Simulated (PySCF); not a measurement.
C₂H₅AlO₂. Atoms are numbered in the order given.

```xyz
10

Al    -0.0287    -0.4728     0.0000
C     -0.7692     1.3090     0.0000
C      0.0155     2.4005     0.0000
H     -1.8556     1.4743     0.0000
H     -0.3902     3.4210     0.0000
H      1.1097     2.3260     0.0000
O      1.6709    -0.5932     0.0000
H      2.2292    -1.3733     0.0000
O     -1.0855    -1.8083     0.0000
H     -0.8807    -2.7459     0.0000
```

Geometry: B3LYP-D3(BJ)/def2-SVP. The structure was generated by enumeration; whether it is a known compound was not checked. The values are those of a single conformer.

Computed with PBE/def2-TZVP (PySCF).

Symmetry labels are those of the subgroup Cs that the program uses (full group Cs).

Computed valence orbital energies around the gap with their symmetry:
```json
[
 {"orbital": "HOMO−7", "symmetry": "A'", "energy (eV)": "-10.85"},
 {"orbital": "HOMO−6", "symmetry": "A'", "energy (eV)": "-9.49"},
 {"orbital": "HOMO−5", "symmetry": "A'", "energy (eV)": "-8.33"},
 {"orbital": "HOMO−4", "symmetry": "A\"", "energy (eV)": "-7.70"},
 {"orbital": "HOMO−3", "symmetry": "A'", "energy (eV)": "-7.26"},
 {"orbital": "HOMO−2", "symmetry": "A\"", "energy (eV)": "-7.18"},
 {"orbital": "HOMO−1", "symmetry": "A'", "energy (eV)": "-7.06"},
 {"orbital": "HOMO", "symmetry": "A\"", "energy (eV)": "-6.73"},
 {"orbital": "LUMO", "symmetry": "A\"", "energy (eV)": "-1.62"},
 {"orbital": "LUMO+1", "symmetry": "A'", "energy (eV)": "-0.89"},
 {"orbital": "LUMO+2", "symmetry": "A'", "energy (eV)": "0.61"},
 {"orbital": "LUMO+3", "symmetry": "A\"", "energy (eV)": "0.63"}
]
```
